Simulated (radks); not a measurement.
These are the eigenvalues of the occupied orbitals of an atom or ion with whole-number occupations (hartree). All-electron calculation, Dirac Kohn-Sham, BLYP, spin-unpolarised, spherical densities, finite nucleus; Fermi nuclear charge, rms radius of each element as measured or else 0.836 A^(1/3) + 0.57 fm. Program: a radial shooting solver on a logarithmic mesh with Libxc functionals.

1s1/2: -1569.023
2s1/2: -279.9823
2p1/2: -266.6117
2p3/2: -248.8268
3s1/2: -84.57401
3p1/2: -78.92161
3p3/2: -75.28784
3d3/2: -65.54443
3d5/2: -64.74797
4s1/2: -37.90289
4p1/2: -35.62850

Which element is it, and in what charge state? The configuration may be excited. Open shells, if any, fill j = l - 1/2 first.

Answer. Z = 59, praseodymium, charge +27: Pr27+ in [Ar] 3d10 4s2 4p2. The list shows which subshells hold electrons but not how many an open one holds; the 1s level, -1569 hartree, gives Z - s = 56.0 by -(Z - s)^2/2, which with screening and relativity narrows Z to a few neighbours, and the depths of the outer levels then fix element, charge and occupations together.
